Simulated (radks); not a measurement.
Values are calculated unless marked as measured or tabulated.
Excited configurations of neutral praseodymium: one electron is placed in a higher orbital outside [Xe] 4f3 6s1. The ground configuration is [Xe] 4f3 6s2. Code: a radial shooting solver on a logarithmic mesh with Libxc functionals. Model: scalar-relativistic Kohn-Sham, PBE, spin-polarised, spherical densities, point nucleus; open shells are filled with parallel spins first (spin-orbit coupling, left out, can overturn this in heavy ions). Excitation = E - E(ground); binding = E(ion) - E, where the ion is the core of charge +1; n* = 1/sqrt(2 binding) in atomic units, and the quantum defect is n - n*.

outer orbital  excitation (eV)  binding (eV)  quantum defect  <r> (bohr)
5d                       0.905         4.515           3.264       3.542
5f                       4.429         0.990           1.294       16.04
6p                       1.697         3.723           4.088       5.712
6d                       3.850         1.570           3.056       11.23
7s                       3.241         2.178           4.501       10.29
7d                       4.418         1.002           3.314       20.48
7f                       4.891         0.529           1.926       39.65

The Delta-SCF ionisation energy is 5.420 eV (NIST Atomic Spectra Database: 5.470 eV, semi-empirical). Self-interaction in the functional shifts the binding energies and quantum defects, so they are the method's values and not measured ones. Open shells are spherical and high-spin; term and fine-structure splittings are not resolved. Spin-orbit splitting is averaged out at the scalar-relativistic level.
